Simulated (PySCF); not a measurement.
Relaxation of doublet IrH₅⁻

Method: PySCF, UPBE0, basis Ir def2-TZVPD with ECP60, H def2-TZVPD (scalar-relativistic core potentials, no spin–orbit coupling, density fitting). A (50,194) grid was used.

A start at the PBE0 minimum, with no symmetry imposed:

Coordinates in bohr (charge -1 multiplicity 2):
```
Ir    0.0056    0.0003   -0.0182
H     0.2949    0.1970    3.0919
H    -1.2722    0.0090   -2.8697
H     2.0512   -0.2268    2.3717
H    -1.1358    2.8251    0.4511
H    -1.0013   -2.8585    0.4407
```

Question: What does it relax to?

Answer: It was stopped by the time limit after 18 steps; the last geometry has Ir–H 1.60 Å, Ir–H 1.62 Å, Ir–H 1.63 Å, Ir–H 1.64 Å, Ir–H 1.65 Å. No frequency check is given, so it may be a saddle point.

Question: How much energy is released, and in how many steps?

Answer: 8.8 kJ/mol in 18 steps.

Open d and f shells are described by one determinant, and the ground state may have another occupation or spin. No spin–orbit coupling is included, which matters more the heavier the element.

The relaxation took 89 s on 2 threads of a shared Arm Neoverse N1 host, with 88 basis functions and 21 gradients; the process peaked at 1.3 GiB. Launch command: `OMP_NUM_THREADS=2 python axn.py task.json out`.
